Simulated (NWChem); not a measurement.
System: AlF$_{2}$, doublet; SMILES [F][Al][F]

Input file for NWChem:

```
start job
memory heap 200 mb stack 900 mb global 1100 mb
geometry units angstroms noautosym nocenter noautoz
  Al     0.000000     0.000000     0.507738
  F     -1.434552     0.000000    -0.331077
  F      1.434552     0.000000    -0.331077
end
basis spherical
  * library 6-31g*
end
dft
  odft
  mult 2
  xc xpbe96 cpbe96
  iterations 150
end
property
  hyperfine
end
task dft property
```

NWChem printed, in part:

```
             Northwest Computational Chemistry Package (NWChem) 7.3.0
             --------------------------------------------------------

                             Geometry "geometry" -> ""
                             -------------------------

 Output coordinates in angstroms (scale by  1.889725989 to convert to a.u.)

  No.       Tag          Charge          X              Y              Z
 ---- ---------------- ---------- -------------- -------------- --------------
    1 Al                  13.0000     0.00000000     0.00000000     0.50773800
    2 F                    9.0000    -1.43455200     0.00000000    -0.33107700
    3 F                    9.0000     1.43455200     0.00000000    -0.33107700

 Effective nuclear repulsion energy (a.u.)      89.4540924494

  pbe96 is a nonlocal functional; adding pw91lda local functional.
                              NWChem Property Module
                              ----------------------

  itol2e modified to match energy
  convergence criterion.

                                 NWChem DFT Module
                                 -----------------

 Summary of "ao basis" -> "ao basis" (spherical)
 ------------------------------------------------------------------------------
       Tag                 Description            Shells   Functions and Types
 ---------------- ------------------------------  ------  ---------------------
 Al                          6-31g*                  8       18   4s3p1d
 F                           6-31g*                  6       14   3s2p1d

  itol2e modified to match energy
  convergence criterion.

            General Information
            -------------------
          SCF calculation type: DFT
          Wavefunction type:  spin polarized.
          No. of atoms     :     3
          No. of electrons :    31
           Alpha electrons :    16
            Beta electrons :    15
          Charge           :     0
          Spin multiplicity:     2
          Use of symmetry is: off; symmetry adaption is: off
          Maximum number of iterations: 150
          AO basis - number of functions:    46
                     number of shells:    20
          Convergence on energy requested:  1.00D-07
          Convergence on density requested:  1.00D-05
          Convergence on gradient requested:  5.00D-04

              XC Information
              --------------
          PerdewBurkeErnzerhof Exchange Functional  1.000
            Perdew 1991 LDA Correlation Functional  1.000 local
           PerdewBurkeErnz. Correlation Functional  1.000 non-local

             Grid Information
             ----------------
          Grid used for XC integration:  fine
          Radial quadrature: Mura-Knowles
          Angular quadrature: Lebedev.
          Tag              B.-S. Rad. Rad. Pts. Rad. Cut. Ang. Pts.
          ---              ---------- --------- --------- ---------
          Al                  1.25      123           7.0       770
          F                   0.50       70           7.0       590
          Grid pruning is: on
          Number of quadrature shells:   263
          Spatial weights used:  Erf1

      Superposition of Atomic Density Guess
      -------------------------------------

 Sum of atomic energies:        -440.60331475

      Non-variational initial energy
      ------------------------------

 Total energy =    -440.600003
 1-e energy   =    -792.808545
 2-e energy   =     262.754449
 HOMO         =      -0.209301
 LUMO         =       0.031541

   convergence    iter        energy       DeltaE   RMS-Dens  Diis-err
 ---------------- ----- ----------------- --------- --------- ---------
 d= 0,ls=0.0,diis     1   -441.7388905725 -5.31D+02  2.33D-02  2.49D-01
                                                     2.22D-02  2.38D-01
 d= 0,ls=0.0,diis     2   -441.0440632632  6.95D-01  1.36D-02  2.12D+00
                                                     1.57D-02  2.09D+00
 d= 0,ls=0.0,diis     3   -441.8611875240 -8.17D-01  6.52D-04  6.24D-04
                                                     5.26D-04  5.68D-04
 d= 0,ls=0.0,diis     4   -441.8614596532 -2.72D-04  1.96D-04  9.48D-05
                                                     1.29D-04  9.70D-05
 d= 0,ls=0.0,diis     5   -441.8615005102 -4.09D-05  1.76D-05  3.98D-07
                                                     1.56D-05  3.09D-07
 d= 0,ls=0.0,diis     6   -441.8615007669 -2.57D-07  3.70D-06  2.61D-08
                                                     2.81D-06  2.17D-08
 d= 0,ls=0.0,diis     7   -441.8615007797 -1.27D-08  3.88D-07  1.60D-10
                                                     2.55D-07  1.09D-10

         Total DFT energy =     -441.861500779654
      One electron energy =     -794.792599703079
           Coulomb energy =      302.827961883299
    Exchange-Corr. energy =      -39.350955409266
 Nuclear repulsion energy =       89.454092449391

 Numeric. integr. density =       30.999999946227

                    DFT Final Alpha Molecular Orbital Analysis
                    ------------------------------------------

 Vector   14  Occ=1.000000D+00  E=-3.319131D-01
              MO Center=  2.3D-05,  4.1D-12, -3.0D-01, r^2= 2.4D+00
   Bfn.  Coefficient  Atom+Function         Bfn.  Coefficient  Atom+Function
  ----- ------------  ---------------      ----- ------------  ---------------
    22      0.460853  2 F  py                36     -0.460860  3 F  py
    26      0.330591  2 F  py                40     -0.330596  3 F  py
    14     -0.081883  1 Al d -2

[...]

          ----------------------
          Hyperfine Interactions
          ----------------------

 Total Spin Density (Fermi Contact Term)
 ------------------ --------------------
     Atom            x         y         z       Density (a.u.)      Aiso(MHz)     Aiso(Gauss)
     1  27-Al     0.00000   0.00000   0.95949       1.086891       1266.909300     452.063979
     2  19-F     -2.71091   0.00000  -0.62564       0.079546        334.682633     119.422884
     3  19-F      2.71091   0.00000  -0.62564       0.079545        334.682110     119.422698

           -------------------------------------------
           Anisotropic Interaction (Spin-Dipolar Term)
           -------------------------------------------

 ------------------------------------------------------------
     Atom            x         y         z
 ------------------------------------------------------------
     1  27-Al     0.00000   0.00000   0.95949

   Spin-Dipolar term (a.u.)
        xx             yy             zz             xy             xz             yz
 ------------------------------------------------------------------------------------------
      -0.239522      -0.210690       0.450213      -0.000000      -0.000000      -0.000000

   Principal Comp. of -hf- tensor (au)            Anisotropic -hfcc- (MHz)               Anisotropic -hfcc- (Gauss)
 --------------------------------------------------------------------------------------------------------------------------
     -0.239522    -0.210690     0.450213     -33.326300   -29.314702    62.641002     -11.891632   -10.460197    22.351829

   Orientation of the principal axis of Hyperfine Tensor w.r.t absolute (molecular) frame
 --------------------------------------------------------------------------------------------------------------------------
      1.000000    -0.000000    -0.000000
      0.000000     1.000000    -0.000000
      0.000000     0.000000     1.000000

 ------------------------------------------------------------
     Atom            x         y         z
 ------------------------------------------------------------
     2  19-F     -2.71091   0.00000  -0.62564

   Spin-Dipolar term (a.u.)
        xx             yy             zz             xy             xz             yz
 ------------------------------------------------------------------------------------------
       0.017104      -0.287390       0.270286      -0.000000       0.356090      -0.000000

   Principal Comp. of -hf- tensor (au)            Anisotropic -hfcc- (MHz)               Anisotropic -hfcc- (Gauss)
 --------------------------------------------------------------------------------------------------------------------------
     -0.234227    -0.287390     0.521617    -117.634952  -144.334526   261.969478     -41.975005   -51.502061    93.477066

   Orientation of the principal axis of Hyperfine Tensor w.r.t absolute (molecular) frame
 --------------------------------------------------------------------------------------------------------------------------
      0.816996    -0.000000     0.576643
      0.000000     1.000000    -0.000000
     -0.576643     0.000000     0.816996

 ------------------------------------------------------------
     Atom            x         y         z
 ------------------------------------------------------------
     3  19-F      2.71091   0.00000  -0.62564

   Spin-Dipolar term (a.u.)
        xx             yy             zz             xy             xz             yz
 ------------------------------------------------------------------------------------------
       0.017104      -0.287390       0.270286       0.000000      -0.356090      -0.000000

   Principal Comp. of -hf- tensor (au)            Anisotropic -hfcc- (MHz)               Anisotropic -hfcc- (Gauss)
 --------------------------------------------------------------------------------------------------------------------------
     -0.234228    -0.287390     0.521618    -117.635115  -144.334786   261.969901     -41.975063   -51.502154    93.477217

   Orientation of the principal axis of Hyperfine Tensor w.r.t absolute (molecular) frame
 --------------------------------------------------------------------------------------------------------------------------
      0.816996     0.000000    -0.576643
     -0.000000     1.000000    -0.000000
      0.576643     0.000000     0.816996
```

Level: PBE/6-31G* (spherical d), spin-unrestricted, contact and dipolar terms. In the optimisation the excess spin sits in a1 (C2v, its own frame). The geometry was optimised at PBE0/def2-SVP, spin-unrestricted. This spin state was assumed; another may lie lower. No stability test was run on the SCF state.
